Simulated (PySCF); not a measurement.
Isomers of C8H8Se, from PBE0-D3(BJ)/def2-SVP geometry optimisation, gas phase (PySCF). One conformer each, no zero-point energy, no frequencies.

**Question.** Which isomer lies lower at this level?
A. `[cH:1]1[cH:2][cH:3][c:4]2[c:5]([cH:6]1)[CH2:7][CH2:8][Se:9]2` with C4–C5–C7–C8 26°, C5–C7–C8–Se9 -35°, C7–C8–Se9–C4 28°, C3–C4–Se9–C8 166°: A = 2473, B = 915.1, C = 679.5 MHz, dipole 1.48 D
B. `[CH2:1]=[CH:2][c:3]1[cH:4][cH:5][cH:6][c:7]([SeH:8])[cH:9]1` with C1–C2–C3–C4 4°, C6–C7–Se8–H -179°: A = 2879, B = 535.3, C = 451.4 MHz, dipole 0.89 D

**Answer.** A. That is `c1ccc2c(c1)CC[Se]2`, 23.4 kcal/mol below the other.

```csv
SMILES,mapped SMILES,E (Eh),relative (kcal/mol),relative (kJ/mol),dipole (D)
c1ccc2c(c1)CC[Se]2,[cH:1]1[cH:2][cH:3][c:4]2[c:5]([cH:6]1)[CH2:7][CH2:8][Se:9]2,-2710.08088,0.0,0.0,1.48
C=Cc1cccc([SeH])c1,[CH2:1]=[CH:2][c:3]1[cH:4][cH:5][cH:6][c:7]([SeH:8])[cH:9]1,-2710.04358,23.4,97.9,0.89
```

As drawn, the higher has a C=C bond outside aromatic rings, which the lower lacks.
